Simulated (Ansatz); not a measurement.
Gas-phase electronic energies from Ansatz, PBE0-D4/def2-TZVP geometries. CCSD(T)/CBS adds triple-zeta CCSD(T) − MP2 to the extrapolated MP2 energy (def2 sets, frozen cores). This one scheme is used for every species. def2 core potentials past Kr. For Se, Sn outer-core shells are correlated without core-valence functions, which leaves a few kJ/mol of doubt a bond. Scalar relativity is left out up to krypton. Each species was taken in one conformer, which may not be the lowest.

Consider the ligand exchange at the Sn–Se bond: `[NH2][Sn]([F])([F])[SeH]` + H–F → `[NH2][Sn]([F])([F])[F]` + H₂Se.

`[NH2][Sn]([F])([F])[SeH]`:

```xyz
8

N    -0.548    1.061    1.240
Sn    0.321   -0.041   -0.174
F     0.870   -1.782    0.401
F     1.989    0.832   -0.471
Se   -1.022   -0.360   -2.237
H     0.112    1.376    1.942
H    -1.320    0.598    1.702
H    -0.403   -1.683   -2.404
```

H–F:

```xyz
2

F     0.408   -0.179    0.115
H    -0.408    0.179   -0.115
```

`[NH2][Sn]([F])([F])[F]`:

Cartesian coordinates in Å:
```
N 0.500 1.243 -0.030
Sn -0.190 -0.611 -0.142
F 1.218 -1.816 -0.510
F -1.055 -1.325 1.387
F -1.464 -0.760 -1.529
H -0.231 1.921 0.150
H 1.221 1.348 0.673
```

H₂Se:

```xyz
3

Se   -0.207    0.276   -0.591
H     0.641   -0.866   -0.234
H    -0.433    0.590    0.824
```

| species | CCSD(T)/def2-SVP energy (Eh) |
| --- | --- |
| `[NH2][Sn]([F])([F])[SeH]` | -2868.78060 |
| H–F | -100.13914 |
| `[NH2][Sn]([F])([F])[F]` | -567.93810 |
| H₂Se | -2400.97103 |

(1) Work out ΔE.

Largest T1 diagnostic among the species: 0.014.

Results:

(1) ΔE = (-567.93810) + (-2400.97103) − (-2868.78060) − (-100.13914) = 0.01061 Eh = +27.9 kJ/mol. CCSD(T)/CBS gives +42.5 kJ/mol.

In def2-TZVPP, CCSD(T) changes the Hartree–Fock value by +13.2 kJ/mol (the triples alone add +1.5 kJ/mol) and MP2 by +21.9 kJ/mol. From BLYP to BHLYP (50 % exact exchange), in def2-TZVPP and without D4, ΔE moves by +5.9 kJ/mol. The D4 term adds +8.1 kJ/mol with B3LYP and +4.5 kJ/mol with PBE0; it sums over pairs of atoms, weighted by their polarisabilities, and B3LYP, whose exchange is more repulsive, gets the larger term.

B3LYP here is the variant with VWN-RPA as its local correlation; programs differ in this.
